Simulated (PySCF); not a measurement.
UHF on F+ (fluorine, charge +1), [He] 2s2 2p3 3d1, high-spin 5D determinant (an excited configuration). Calculation: PySCF 2.14, in aug-cc-pVDZ (4s3p2d, 23 functions); the non-relativistic Hamiltonian (point nucleus).

```
cycle= 1 E= -97.2901427259241  delta_E= -0.000287  |g|= 0.00519  |ddm|= 0.0121
cycle= 2 E= -97.2901520508585  delta_E= -9.32e-06  |g|= 0.00102  |ddm|= 0.00221
cycle= 3 E= -97.2901524341055  delta_E= -3.83e-07  |g|= 4.83e-05  |ddm|= 0.000555
cycle= 4 E= -97.2901524347164  delta_E= -6.11e-10  |g|= 2.09e-06  |ddm|= 3.28e-05
converged SCF energy = -97.2901524347164  <S^2> = 6.0028015  2S+1 = 5.0011205
```

Highest occupied orbital energy: 7.592 eV; ⟨L²⟩ = 6.00; populations by l: s 4.00, p 3.00, d 1.00.

Task: Can this result be used?

Result: Not for this state. The run converged. The outer electron is Rydberg-like, and this basis confines it to a smaller radius and binds it less than a complete one would. At UHF the highest occupied level has a positive energy, so only the finite basis holds that electron; for this excited configuration the basis is too tight for the outer shell.
